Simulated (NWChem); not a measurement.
Molecule: CH4CaN2S

```xyz
9

Ca    -0.1190     0.2427    -0.3511
S      0.0357     2.8498    -0.3471
H     -1.2287     3.0329     0.0992
C     -0.2799    -2.4106    -0.3658
N      0.8413    -1.8147    -0.7411
N     -1.3205    -1.6866     0.0179
H     -0.3476    -3.5174    -0.3727
H      1.5721    -2.4614    -1.0141
H     -2.1250    -2.2428     0.2830
```
Atoms are numbered in this order, from 1.

Level: PBE0/def2-SVP (NWChem), optimised geometry, unscaled harmonic frequencies. 

```
frequency (cm⁻¹)  IR intensity (km/mol)
----------------  ---------------------
23                                 11.9
62                                 13.7
88                                 14.2
212                               145.0
255                                 0.4
341                                 9.3
380                                11.5
415                               169.9
617                                 0.0
727                                15.8
755                               109.7
1050                                0.5
1155                              130.6
1165                                1.8
1326                              156.2
1442                               67.1
1652                              319.7
2696                               10.9
3042                               74.1
3657                               56.8
3659                               11.7
```

```json
{
 "zero_point_energy": "35.3 kcal/mol",
 "thermal correction to the enthalpy at 298.15 K (with zero-point energy)": "40.8 kcal/mol",
 "heat capacity Cv": "23.6 cal/(mol K)",
 "entropy at 298.15 K and 1 atm (symmetry number 1)": "90.3 cal/(mol K)",
 "dipole_moment": "5.74 D"
}
```

Rigid rotor and harmonic oscillator; modes under 100 cm⁻¹ make the entropy uncertain.
